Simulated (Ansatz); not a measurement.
Reaction (ligand exchange at the Si–C bond): `B[SiH2]C` + `C=N` → `B[SiH2]N=C` + CH₄

Gas-phase electronic energies from Ansatz, PBE0-D4/def2-TZVP geometries. CBS: MP2 limit from def2 TZ/QZ plus the TZ coupled-cluster correction, frozen cores. This one scheme is used for every species. Functionals use def2-TZVPP. One conformer a species, not always the lowest.

```csv
level,ΔE (eV)
ωB97M-V,-0.44
B2PLYP,-0.49
PBE,-0.41
r2SCANh,-0.46
r2SCAN0,-0.45
MP2/def2-SVP,-0.44
CCSD(T)/def2-TZVPP,-0.43
MP2/CBS(def2),-0.49
```

Q: What does CCSD(T)/CBS give? (An estimate is asked.)

A: Computed: -0.44 eV. The listed levels differ from it by 0.00, -0.05, 0.03, -0.02, -0.01, 0.00, 0.01, -0.05 eV.

Largest T1 diagnostic among the species: 0.013.

In def2-TZVPP, CCSD(T) changes the Hartree–Fock value by +0.09 eV (the triples alone add −0.00 eV) and MP2 by +0.04 eV. Leaving LDA and LC-ωPBE aside and taking each functional with its dispersion term where it has one, the values, not all of them listed here, spread over 0.09 eV, from BHLYP-D4 to PBE0-D4. At CCSD(T), def2-SVP lies +0.04 eV from the extrapolated value and def2-TZVPP +0.01 eV.
